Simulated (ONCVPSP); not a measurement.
**Before and after: ONCV potential for zirconium (Zr)**

ONCVPSP 4.0.1 input, shortened (lines: element, Z, core and valence counts, functional; n l f; lmax; l rc ep ncon nbas qcut; lloc lpopt rc5 dvloc0; l nproj debl; icmod fcfact rcfact), PBEsol, scalar-relativistic:

```
  Zr 40.00    6    4  -116133      upf
    1    0    2.00
    2    0    2.00
    2    1    6.00
    3    0    2.00
    3    1    6.00
    3    2   10.00
    4    0    2.00
    4    1    6.00
    4    2    2.00
    5    0    2.00
    3
    0    2.00    0.00    5    8    4.60
    1    1.25    0.00    4    8    5.80
    2    1.80    0.00    3    7    5.00
    3    2.05    0.07    4    8    5.20
    4    5    0.80    1.00
    0    2    1.70
    1    2    1.00
    2    3    2.60
    3    1    0.30
    3    4.25    1.35
```

In the p channel the program set the typed energies aside and used -1.192, 0.250 Ha.

All-electron outer shells of the reference configuration (PBEsol, scalar-relativistic, ld1.x):

| shell | level (eV) | outermost node (bohr) | outermost maximum (bohr) |
| --- | --- | --- | --- |
| 3d | -174.70 | – | 0.35 |
| 4s | -54.46 | 0.55 | 1.08 |
| 4p | -32.43 | 0.56 | 1.17 |
| 5s | -4.46 | 1.47 | 3.15 |
| 4d | -3.61 | 0.58 | 1.61 |

Change: all radii but the core radius scaled by about 0.90 (s 1.80, p 1.12, d 1.62, f 1.84 bohr); local potential polynomial inside 0.72 bohr (lpopt 5, dvloc0 1 Ha).

Cutoffs: the cutoffs (Ha) at which the residual kinetic energy of the hardest occupied pseudo-wave falls to 1 and 0.1 mHa per electron; they do not see the model core or the augmentation charge, which bear on the density cutoff. Errors are all-electron minus pseudo energies relative to the spin-unpolarised reference configuration.

**Question.** How do hardness, ghosts and transferability respond?

**Answer.** The potential gets neither clearly harder nor softer (65 Ha and 124 Ha → 46 Ha and 134 Ha); both files keep a bound ghost (s); the lowest positive-energy flag moves from d at 36.2 eV to f at 61.0 eV; of the 4 tests that both files solve, the error grows in 0 and shrinks in 3 by more than 15 % and 0.3 meV (median size 4.7 → 3.9 meV). Less of the atom is replaced, so other configurations are described better.

| quantity | base | changed |
| --- | --- | --- |
| cutoff, loose | 65 Ha | 46 Ha |
| cutoff, tight | 124 Ha | 134 Ha |
| loose cutoff by channel | s 19 Ha, p 65 Ha, d 13 Ha | s 42 Ha, p 46 Ha, d 15 Ha |
| bound ghosts | s | s |
| GHOST(+) flags under 300 eV | d at 36.2 eV, f at 61.2 eV, p at 213.0 eV | f at 61.0 eV, p at 153.5 eV |
| error for 4s2 4p6 4d2 5s1, meV [ΔE 7.17 eV] | -2.3 | -1.8 |
| error for 4s2 4p6 4d2 5s0, meV [ΔE 20.08 eV] | -11 | -7.5 |
| error for 4s2 4p6 4d1 5s0, meV [ΔE 42.67 eV] | -4.3 | -4.8 |
| error for 4s2 4p6 4d2 5s0 5p2, meV [ΔE 6.27 eV] | -5.0 | -2.9 |
| rms error of d²Exc/dni dnj with the model core, mHa | 1.07 | 0.91 |

 A true bound ghost makes a file unfit for plane-wave use even where its test errors are small: the radial tests pick states by their node count and pass the ghost by.
